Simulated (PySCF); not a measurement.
Here is a job for PySCF.
```python
from pyscf import gto, scf, dft

mol = gto.M(
    atom='''
F     1.91144099   -0.24336418   -1.23186550
Si    1.11552550   -0.05340670    0.12300950
F     1.76075357    1.23559388    0.77677538
F     1.61318454   -1.24527155    1.03791126
Si   -1.11552550    0.05340670   -0.12300950
F    -1.61318454    1.24527155   -1.03791126
F    -1.76075357   -1.23559388   -0.77677538
F    -1.91144099    0.24336418    1.23186550
''',
    basis='sto-3g',
    verbose=4,
)

mf = dft.RKS(mol)
mf.xc = 'b3lyp5'
mf.kernel()
```

### Question
What does this run give for the nuclear repulsion energy, dipole moment, HOMO energy, HOMO-LUMO gap, number of basis functions?

### Answer

| Quantity | Result |
|---|---|
| nuclear repulsion energy | 620.6479 Eh |
| dipole moment | 0.00 D |
| HOMO energy | -4.05 eV |
| HOMO-LUMO gap | 9.10 eV |
| number of basis functions | 48 |
